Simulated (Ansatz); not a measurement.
Reaction (hydrogenolysis of the As–N bond): `[SiH3]N[AsH2]` + H₂ → arsine + `N[SiH3]`

Calculated with Ansatz (gas phase, PBE0-D4/def2-TZVP geometries, no zero-point term in ΔE). CCSD(T)/CBS is the MP2 limit (def2-TZVPP, def2-QZVPP) plus CCSD(T) − MP2 in def2-TZVPP, frozen cores. This one scheme is used for every species. Functionals use def2-TZVPP. B3LYP here is the variant with VWN-RPA as its local correlation; programs differ in this. For As outer-core shells are correlated without core-valence functions, which leaves a few kJ/mol of doubt a bond. Scalar relativity is left out up to krypton.

| level | ΔE (kcal/mol) | difference from CCSD(T)/CBS |
| --- | --- | --- |
| PBE-D4 | -11.8 | 0.0 |
| r2SCAN-D4 | -12.4 | -0.6 |
| B97M-V | -13.2 | -1.4 |
| PBE0-D4 | -12.7 | -0.9 |
| CAM-B3LYP-D4 | -12.8 | -1.0 |
| ωB97X-V | -12.1 | -0.3 |
| r2SCAN | -12.8 | -1.0 |
| B3LYP | -14.5 | -2.7 |
| r2SCAN0 | -13.7 | -1.9 |
| BHLYP | -15.0 | -3.2 |
| CAM-B3LYP | -14.4 | -2.6 |
| HF/def2-SVP | -17.6 | -5.8 |
| CCSD/def2-TZVPP | -12.9 | -1.1 |
| SCS-MP2/def2-QZVPP | -10.7 | 1.1 |
| HF/CBS(def2) | -15.7 | -3.9 |
| MP2/CBS(def2) | -10.1 | 1.7 |
| CCSD(T)/CBS | -11.8 | 0 |

Problem. What do rigid-rotor, harmonic-oscillator terms from PBE0-D4/def2-TZVP frequencies (298.15 K, 1 bar) make of the CCSD(T)/CBS value? (Best estimate.)

Solution. Ansatz gave: ΔZPE = +3.4 kcal/mol, ΔH = -9.2 kcal/mol, ΔS = 25 J/(mol·K), ΔG = -11.0 kcal/mol.

Largest T1 diagnostic among the species: 0.011.

At CCSD(T), def2-SVP lies −2.7 kcal/mol from the extrapolated value and def2-TZVPP −0.1 kcal/mol. From PBE to PBE0 (25 % exact exchange), in def2-TZVPP and without D4, ΔE moves by −0.7 kcal/mol. In def2-TZVPP, CCSD(T) changes the Hartree–Fock value by +4.1 kcal/mol (the triples alone add +1.1 kcal/mol) and MP2 by +5.8 kcal/mol.
